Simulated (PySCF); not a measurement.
**Basis and Hamiltonian dependence of the excitation energy of Mo⁺**

Mo⁺ [Kr] 4d5 (6S) → Mo⁺ [Kr] 4d4 5s1, s spin flipped. All values are computed (PySCF 2.14, energy differences of UHF-based or UKS calculations, no spin-orbit coupling). Values in eV.

```
                                                            basis    Hamiltonian  functions    UHF   PBE0  MP2 (valence)
                                   aug-cc-pwCVDZ-PP with ECP28MDF            ECP         70  2.743  2.986          2.684
          def2-QZVPPD with the def2 core potential (28 electrons)            ECP         81  2.725  2.965          2.616
x2c-TZVPPall with one added diffuse shell each of s, p, d, f type  spin-free X2C         95  2.719  3.061          2.635
                                                   aug-cc-pVTZ-DK  spin-free X2C        102  2.702    n/a          2.591
                                   aug-cc-pwCVTZ-PP with ECP28MDF            ECP        122  2.723  2.969          2.614
```

Frozen in the all-electron rows: valence: [Kr]; with a core potential, the same shells as far as they lie outside it.

In the upper determinant the s electron has its spin opposite to the other open shell, which mixes two multiplicities.
